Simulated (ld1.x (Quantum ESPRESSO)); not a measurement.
# Reading a pseudo-wave (Tc (Z = 43))

Columns: radius, all-electron u(r) and pseudo u(r) of the 4p shell (level -61.59 eV) of technetium in the configuration [Ar] 3d10 4s2 4p6 4d5 5s0 5p0; PBE, scalar-relativistic, TM scheme, ld1.x (Quantum ESPRESSO) 7.5.

| r (bohr) | all-electron | pseudo |
| --- | --- | --- |
| 0.070 | 0.3552 | 0.0084 |
| 0.140 | 0.0997 | 0.0335 |
| 0.210 | -0.3250 | 0.0754 |
| 0.280 | -0.5411 | 0.1338 |
| 0.350 | -0.5137 | 0.2087 |
| 0.420 | -0.3242 | 0.2992 |
| 0.490 | -0.0599 | 0.4035 |
| 0.560 | 0.2163 | 0.5184 |
| 0.630 | 0.4674 | 0.6387 |
| 0.700 | 0.6753 | 0.7568 |
| 0.770 | 0.8345 | 0.8641 |
| 0.840 | 0.9462 | 0.9518 |
| 0.910 | 1.0150 | 1.0132 |
| 0.980 | 1.0476 | 1.0456 |
| 1.050 | 1.0510 | 1.0502 |
| 1.120 | 1.0318 | 1.0317 |
| 1.190 | 0.9959 | 0.9959 |
| 1.260 | 0.9485 | 0.9485 |
| 1.330 | 0.8935 | 0.8935 |
| 1.400 | 0.8342 | 0.8342 |
| 1.470 | 0.7730 | 0.7730 |
| 1.540 | 0.7119 | 0.7119 |
| 1.610 | 0.6522 | 0.6522 |
| 1.680 | 0.5948 | 0.5948 |
| 1.750 | 0.5403 | 0.5403 |
| 1.820 | 0.4892 | 0.4892 |

**Question.** How many radial nodes do the two functions have?

**Answer.** The all-electron 4p function has n − l − 1 = 2; the pseudo-wave has 0, since the states of the same l below it are removed with the core.

**Question.** At about which radius was the pseudo-wave matched?

**Answer.** 1.25 bohr. The columns agree to 0.0005 from 1.12 bohr on; several derivatives are matched, so the curves merge somewhat inside the radius.

**Question.** Is the pseudo-wave norm-conserving?

**Answer.** Yes: the TM scheme keeps the norm inside the radius equal to the all-electron one, which fixes the energy derivative of the logarithmic derivative at the level.
